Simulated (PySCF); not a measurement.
Sn(F)4 cation (F4Sn), SMILES [F][Sn]([F])([F])[F] (connectivity only; charge and spin as stated), charge +1, multiplicity 2. The structure is a stationary point at PBE-D3(BJ)/def2-SVP. The spin state was assumed, not searched. The isomer is the one that the SMILES or the coordinates give; other isomers of the formula were not compared. The def2 effective core potentials stand for the cores of Sn; spin–orbit coupling is left out.

The numbers are results of PBE-D3(BJ)/def2-SVP (PySCF), not measurements.

Harmonic wavenumbers (cm⁻¹): 84, 117, 123, 127, 276, 407, 546, 655, 708. Rotational constants (GHz): 3.355, 2.810, 2.046; symmetry number 2.

**Question.** Work out the zero-point energy and the ideal-gas rigid-rotor harmonic-oscillator thermochemistry at 298.15 K and 1 atm.

**Answer.** ZPE = ½ Σ hcν = ½ × 3043 cm⁻¹ = 4.35 kcal/mol. H − E(el) = 9.25 kcal/mol. Entropy in cal/(mol K): translation 41.70, rotation 25.84, vibration 16.70, spin 1.38, total 85.62. G − E(el) = -16.28 kcal/mol. Cp = 21.75 cal/(mol K). Modes under 150 cm⁻¹ make the vibrational entropy uncertain.
